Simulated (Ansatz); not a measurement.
Basis-set series for ClF2H3OSi2, SMILES `F[Si](F)(Cl)O[SiH3]`. Charge 0, multiplicity 1. Geometry: relaxed with PBE0-D4/def2-TZVP. It is one conformer, not always the lowest.

| functional | basis | functions | energy (Eh) | HOMO (eV) | LUMO (eV) |
| --- | --- | --- | --- | --- | --- |
| PBE0-D4 | def2-SVP | 111 | -1314.95296 | -9.47 | 0.16 |
| PBE0-D4 | def2-TZVPP | 261 | -1315.68647 | -9.56 | -0.31 |
| ωB97M-V | def2-SVP | 111 | -1315.48545 | -11.71 | 2.09 |
| ωB97M-V | def2-TZVPP | 261 | -1316.22311 | -11.84 | 1.40 |

Give the rows for def2-QZVPP. (An estimate is asked.)

Ansatz gave: 
```
functional       basis  functions  energy (Eh)  HOMO (eV)  LUMO (eV)
   PBE0-D4  def2-QZVPP        471  -1315.73675      -9.58      -0.47
   ωB97M-V  def2-QZVPP        471  -1316.26991     -11.87       1.02
```

Positive LUMOs are unbound and depend on the basis.
